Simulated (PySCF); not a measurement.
## State search for BeGe⁺

Unrestricted PBE0; Be 6-31G(d,p), Ge 6-31G(d,p); no relativity (PySCF 2.14). Outer shells of the fragments: Be 2s2; Ge+ 3d10 4s2 4p1.

Followed along the bond (rough minima from three points):

| 2Ms+1 | unpaired | ⟨S²⟩ at the start | R at minimum (Å) | Te (eV) |
| --- | --- | --- | --- | --- |
| 2 | π ↑ | 0.75 | 2.37 | 0.00 |
| 2 | σ ↑ | 0.75 | 2.56 | 0.77 |
| 4 | σ ↑, π ↑↑ | 3.75 | none in the scan | ≤ 1.01 |

Solutions found at the starting distance of 2.220 Å, counted from the lowest of them; the search is not exhaustive and high or unbound solutions are not listed, so other states can lie among these:

```csv
2Ms+1,unpaired,term,E (eV),⟨S²⟩,⟨Lz²⟩,μ (D)
2,π ↑,²Π,0.00,0.75,1.00,-5.77
2,σ ↑,²Σ⁺,1.03,0.75,0.00,-1.57
4,"σ ↑, π ↑↑",⁴Σ⁻,1.06,3.75,0.00,-6.01
4,"σ ↑↑, π ↑",⁴Π,1.67,3.75,1.00,-1.71
2,"σ ↑, π ↑↓",mixed,1.72,1.76,2.01,-6.06
2,"σ ↓, π ↑↑",mixed,1.93,1.76,0.00,-6.35
2,σ ↑,mixed,2.41,0.85,2.00,-5.78
4,"σ ↑, π ↑↑",mixed,3.80,3.76,2.01,-3.97
2,π ↑,²Π,4.95,0.89,1.00,-5.68
```

A term symbol is given only where ⟨S²⟩ and ⟨Lz²⟩ are close to those of a pure state; real π, δ and φ orbitals otherwise mix terms. A positive dipole points towards Ge; it is taken about the centre of mass and depends on that origin.

Compare the gap between the two lowest followed solutions at the starting distance with the gap between their minima.

At PBE0 the second solution (doublet, unpaired electrons σ ↑) lies +1.03 eV from the first (doublet, unpaired electrons π ↑) at 2.220 Å and +0.77 eV at the minima; the two curves relax by different amounts, since their minima lie near 2.56 and 2.37 Å.

Spin–orbit coupling is left out. Counting both spins, an empty level lies below a filled one in some of these solutions, because spin and occupation are held.
